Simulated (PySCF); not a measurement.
SMILES O=C([OH+]CCCC)C (C6H13O2 (cation, charge +1)) at its GFN2-xTB optimised geometry (Å):

```
21

C     -0.3663     2.8374     1.2670
C      0.1723     1.4126     1.2598
C     -0.2786     0.6639     0.0000
C      0.2589    -0.7558     0.0000
O     -0.1593    -1.4248    -1.2392
C      0.0354    -2.9699    -1.5139
C      1.3639    -3.3900    -1.1010
O     -0.8909    -3.4508    -2.0209
H     -0.0361     3.3542     2.1628
H     -0.0072     3.3900     0.4029
H     -1.4530     2.8407     1.2533
H     -0.1852     0.8837     2.1447
H      1.2621     1.4359     1.2982
H     -1.3711     0.6506    -0.0284
H      0.0852     1.1961    -0.8805
H      1.3495    -0.7558     0.0000
H     -0.1157    -1.3165     0.8610
H     -1.0891    -1.1823    -1.4489
H      1.4530    -3.3887    -0.0135
H      1.5376    -4.4032    -1.4627
H      2.1267    -2.7225    -1.5021
```

Method: CAM-B3LYP/def2-SVP in PySCF 2.14.0. Cells within 0.4 Å of a nucleus heavier than hydrogen are left out (blank, or x).

Map of the Laplacian of the electron density (e/bohr⁵), clipped to [-1.50, 1.50] on the plane z = 0.0 Å:

```
|888888888888888888888888888|
|888888888888888888888888888|
|888888888888888888888888888|
|888888888888888888888888888|
|888888888888999888888888888|
|888888888889989888888888888|
|888888888889999888888888888|
|888888888889999888888888888|
|888888888888999888888888888|
|888888888899999988888888888|
|888888888999999988888888888|
|888888888835xx9988888888888|
|888888888845xx9998888888888|
|888888888999858999888888888|
|88888888889995x779888888888|
|8888888888899xx208888888888|
|888888888889989999888888888|
|888888888889999998888888888|
|888888888888999888888888888|
|888888888888888999888888888|
|888888888888889999988888888|
|888888888888889916988888888|
|888888888888888999988888888|
|888888888888888999888888888|
|888888888888888888888888888|
|888888888888888888888888888|
|888888888888888888888888888|
```
Scale: ten equal steps from -1.50 (start of '0') to 0.206 (end of '9'), in the order '0123456789'; x runs from -5.50 to 5.50, y from -5.50 (bottom) to 5.50 (top).
